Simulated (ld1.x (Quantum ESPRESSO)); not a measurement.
# Building the PAW potential for Tb (revPBE, fully relativistic).

ld1.x (Quantum ESPRESSO) 7.5 input, shortened:

```
&input
   title='Tb', zed=65., rel=2, dft='REVPBE', iswitch=3,
   config='[Xe] 4f9 5d0 6s1.5 6p0', rel_dist='average'
 /
 &inputp
   pseudotype=3, lpaw=.true., tm=.true., lloc=-1, rcloc=3.55,
   nlcc=.true., new_core_ps=.true.,
   which_augfun='PSQ', rmatch_augfun_nc=.true.
 /
8
5S  1  0   2.00   0.00  2.10  2.30  0.0
6S  2  0   1.50   0.00  2.10  2.30  0.0
5P  2  1   6.00   0.00  2.05  2.85  0.0
6P  3  1   0.00   0.00  2.05  2.85  0.0
5D  3  2   0.00   0.00  2.80  3.65  0.0
5D  3  2   0.00   1.45  2.80  3.65  0.0
4F  4  3   9.00   0.00  1.10  1.25  0.0
4F  4  3   0.00   3.25  1.10  1.25  0.0
 &test
   configts(1)='4f9 5s2 5p6 5d0 6s1.5 6p0'
 /
```

Open shells are filled in proportion to 2j + 1 (rel_dist='average').

All-electron outer shells of the reference configuration (revPBE, scalar-relativistic, ld1.x):

```csv
shell,level (eV),outermost node (bohr),outermost maximum (bohr)
4p,-283.39,0.28,0.53
4d,-149.92,0.26,0.55
5s,-50.52,0.64,1.18
5p,-27.86,0.69,1.35
6s,-6.06,1.60,3.41
4f,-6.01,–,0.56
5d,-3.92,0.78,2.07
6p,-3.17,1.94,4.48
```

Results:

| Item | Value |
| --- | --- |
| Configuration tests | test run stopped at test 4 of 7 (negative rho) |
| Density cutoff estimated by the generator | 494 Ry |

The ghost test of this file was not conclusive.

Generation and tests took about 3.2 s on one core of a shared server CPU.
